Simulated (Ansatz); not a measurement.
NiHg5Te4Cl4, a doped nanocrystal cut from zinc blende HgTe (Ni for one cation, 4 Cl caps), relaxed as a singlet with RKS r2SCAN-D4/def2-SVP in Ansatz, starting from the r2SCAN-D4/def2-SVP geometry of the neutral triplet. Force threshold 0.03 eV/Å.

In the def2 sets Hg, Te take a core potential; there is no spin–orbit coupling. The restricted singlet is unstable towards broken spin symmetry in Hartree–Fock (as tested in another run); at r2SCAN-D4/def2-SVP this wasn't settled. At PBE0-D4/def2-TZVP a triplet of charge 0 lies 0.69 eV below the restricted singlet, each at its own geometry.

Start:

Cartesian coordinates in Å:
```
Te 0.1806 1.7041 -2.9406
Te 0.7594 -2.9801 -0.4102
Te -2.2186 0.8592 0.9454
Te 2.7205 1.4962 1.8018
Ni -1.8576 0.9580 -1.5667
Hg -1.8988 -1.8509 0.6042
Hg 0.6896 -0.9496 -2.2430
Hg 1.8440 1.9172 -0.7678
Hg 2.1946 -1.0109 0.8001
Hg -0.1126 1.8065 2.4611
Cl -2.5685 -0.9526 -2.3709
Cl -3.0029 -3.9366 0.9519
Cl 3.4435 -0.2144 -1.7152
Cl -0.1731 3.1539 4.4500
```

Q: Estimate the energy that the relaxation releases and the steps that it takes.

A: 30.4 kcal/mol, in 28 steps; 2.2 min on 2 threads of AMD EPYC 7R13 on a shared host and a share (18 GiB) of an NVIDIA H100 80GB HBM3. No frequencies were taken in this run, so the end may be a saddle point.

Q: Does the start keep its bonding and symmetry?

A: Bonds lost: Te1–Hg7, Te2–Hg6 (atoms count from 1). Metal–metal contacts that move far: Ni5–Hg7 3.25 to 2.54 Å.

Q: Predict the relaxed structure.

A: 
Cartesian coordinates in Å:
```
Te -0.176 2.722 -2.640
Te 1.155 -3.037 0.530
Te -1.800 1.534 0.117
Te 3.072 1.788 1.479
Ni -1.290 0.651 -2.093
Hg -2.473 -0.902 1.004
Hg 0.213 -1.239 -1.291
Hg 1.917 2.125 -1.064
Hg 2.760 -0.916 0.822
Hg 0.495 1.265 2.207
Cl -2.397 -1.169 -2.477
Cl -3.126 -3.026 1.709
Cl 2.852 -0.269 -2.022
Cl -1.202 0.472 3.718
```
Bond lengths (bridged metal pairs left out): 8 × Hg–Te 2.68 to 3.12 Å; 3 × Cl–Hg 2.33 to 2.74 Å; 2 × Ni–Te 2.41 to 2.43 Å; 1 × Cl–Ni 2.16 Å; 1 × Hg–Ni 2.54 Å.
